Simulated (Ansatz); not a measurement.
All values below come from frozen-core CCSD(T)/cc-pVDZ // r2SCAN-D4/def2-SVP (Ansatz, a first-principles code).

Ansatz 0.2 input:
```yaml
crystal:
  periodic: [false, false, false]
  atoms:
    - { symbol: C, position_ang: [2.444719, -0.264348, -0.065498] }
    - { symbol: O, position_ang: [1.171919, -0.375999, -0.664581] }
    - { symbol: Ge, position_ang: [-0.291969, 0.027352, 0.277488] }
    - { symbol: Si, position_ang: [-0.476321, -1.107575, 2.364375] }
    - { symbol: O, position_ang: [-1.592309, -0.249629, -0.893934] }
    - { symbol: C, position_ang: [-1.597954, -1.398482, -1.718781] }
    - { symbol: O, position_ang: [-0.32172, 1.763342, 0.623522] }
    - { symbol: C, position_ang: [-0.340728, 2.67911, -0.460447] }
    - { symbol: H, position_ang: [2.64413, 0.755826, 0.314604] }
    - { symbol: H, position_ang: [2.581133, -0.973762, 0.775557] }
    - { symbol: H, position_ang: [3.206921, -0.499975, -0.825486] }
    - { symbol: H, position_ang: [-1.771215, -0.739799, 3.004478] }
    - { symbol: H, position_ang: [0.660378, -0.72316, 3.251309] }
    - { symbol: H, position_ang: [-0.43467, -2.579176, 2.116294] }
    - { symbol: H, position_ang: [-2.385801, -1.267465, -2.477562] }
    - { symbol: H, position_ang: [-0.632706, -1.544019, -2.234761] }
    - { symbol: H, position_ang: [-1.829388, -2.319341, -1.148352] }
    - { symbol: H, position_ang: [-0.320667, 3.698097, -0.043278] }
    - { symbol: H, position_ang: [0.537601, 2.554388, -1.120771] }
    - { symbol: H, position_ang: [-1.251351, 2.564617, -1.074177] }
basis:
  gaussian: { orbitals: cc-pVDZ }
correlation:
  method: ccsd_t
```

Output:

```
Functional definition: HF
1797 factors; integrals over basis functions are off by at most 1.1e-3 eV
mean field evaluation 1: about -73723.4272 eV, gradient 4.8e1 eV
mean field evaluation 2: about -73723.6356 eV, gradient 4.8e1 eV
mean field evaluation 4: about -73729.0420 eV, gradient 5.0e0 eV
mean field evaluation 8: about -73729.1303 eV, gradient 2.4e-1 eV
mean field evaluation 16: about -73723.4271 eV, gradient 4.8e1 eV
mean field -73729.13055136 eV, -2709.4955723627 hartree, gradient 8.4e-7 eV, S^2 0.000000; 0 other end points of the search recorded, 0 dependent functions left out
20 core orbitals not correlated
reference -73729.13055136 eV, -2709.4955723627 hartree; 30, 30 occupied and 139, 139 virtual orbitals, 1797 factors
second order -32.72362464 eV of doubles, -0.00000000 eV of singles
cycle   1  -33.83766374 eV  change    -1.1e0 eV  update   1.4e-1
cycle   2  -34.80684630 eV  change   -9.7e-1 eV  update   4.3e-2
cycle   3  -35.06053409 eV  change   -2.5e-1 eV  update   2.4e-2
cycle   4  -35.05078915 eV  change    9.7e-3 eV  update   5.5e-3
cycle   5  -35.04911077 eV  change    1.7e-3 eV  update   2.6e-3
cycle   6  -35.05011114 eV  change   -1.0e-3 eV  update   8.1e-4
cycle   7  -35.04953554 eV  change    5.8e-4 eV  update   3.2e-4
cycle   8  -35.04934778 eV  change    1.9e-4 eV  update   1.0e-4
cycle   9  -35.04938316 eV  change   -3.5e-5 eV  update   3.8e-5
perturbative correction -0.97209806 eV, -0.0357239447 hartree
Total energy: -73765.15203258 eV, -2710.8193373814 hartree
```

Cost: very roughly 10 core-minutes.
